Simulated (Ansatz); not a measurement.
`C=[C]([GaH2])[InH2]` + `N=CO` → `O/C=[N]/[GaH2]` + `C=[CH][InH2]`  (ligand exchange at a Ga–C bond)

Calculated with Ansatz (gas phase, PBE0-D4/def2-TZVP geometries, no zero-point term in ΔE). CCSD(T)/CBS adds triple-zeta CCSD(T) − MP2 to the extrapolated MP2 energy (def2 sets, frozen cores). This one scheme is used for every species. Functionals use def2-TZVPP. B3LYP here is the variant with VWN-RPA as its local correlation; programs differ in this. Elements past krypton have def2 core potentials. For Ga, In outer-core shells are correlated without core-valence functions, which leaves a few kJ/mol of doubt a bond. Scalar relativity is left out up to krypton. One conformer a species, not always the lowest.

`C=[C]([GaH2])[InH2]`:

Cartesian coordinates in Å:
```
C -0.472 -1.417 0.169
C -0.038 -0.163 -0.034
Ga 0.635 0.249 -1.824
In -0.154 1.183 1.637
H -0.870 -1.768 1.124
H -0.455 -2.179 -0.616
H 1.169 1.679 -2.195
H 0.621 -0.915 -2.888
H 0.366 2.824 1.533
H -0.804 0.508 3.094
```

`N=CO`:

```xyz
6

N    -0.740    0.386    0.615
C     0.295    0.088   -0.034
O     0.316   -0.912   -0.919
H    -0.572    1.167    1.240
H     1.274    0.568    0.022
H    -0.573   -1.296   -0.925
```

`O/C=[N]/[GaH2]`:

```xyz
8

O    -2.267    0.016    0.450
C    -0.973   -0.339    0.576
N    -0.050    0.116   -0.121
Ga    1.717    0.158   -0.529
H    -2.306    0.667   -0.264
H    -0.887   -1.079    1.379
H     2.193   -0.791   -1.673
H     2.573    1.252    0.182
```

`C=[CH][InH2]`:

Z-matrix (Å, degrees):
```
C
C 1 1.332
H 1 1.089 2 122.4
H 1 1.088 2 122.2 3 -180.0
In 2 2.135 1 121.1 3 180.0
H 2 1.089 1 117.6 3 0.0
H 5 1.724 2 122.0 1 -179.9
H 5 1.728 2 115.9 1 0.1
```

```csv
level,ΔE (kJ/mol),difference from CCSD(T)/CBS
PBE-D4,-37.9,-4.3
B3LYP-D4,-41.4,-7.8
B2PLYP,-43.3,-9.7
PBE-QIDH,-37.1,-3.5
r2SCAN0,-40.4,-6.8
RPA@PBE/def2-TZVPP,-33.5,0.1
HF/def2-SVP,-49.5,-15.9
SCS-MP2/def2-TZVPP,-38.3,-4.7
HF/def2-QZVPP,-46.2,-12.6
MP2/def2-QZVPP,-34.6,-1.0
CCSD(T)/CBS,-33.6,0
```

Largest T1 diagnostic among the species: 0.016.

Leaving LDA and LC-ωPBE aside and taking each functional with its dispersion term where it has one, the values, not all of them listed here, spread over 8.2 kJ/mol, from CAM-B3LYP-D4 to HSE06-D4. The D4 term adds +4.6 kJ/mol with B3LYP and +2.5 kJ/mol with PBE0; it sums over pairs of atoms, weighted by their polarisabilities, and B3LYP, whose exchange is more repulsive, gets the larger term. In def2-TZVPP, CCSD(T) changes the Hartree–Fock value by +9.2 kJ/mol (the triples alone add +1.2 kJ/mol) and MP2 by +9.6 kJ/mol.
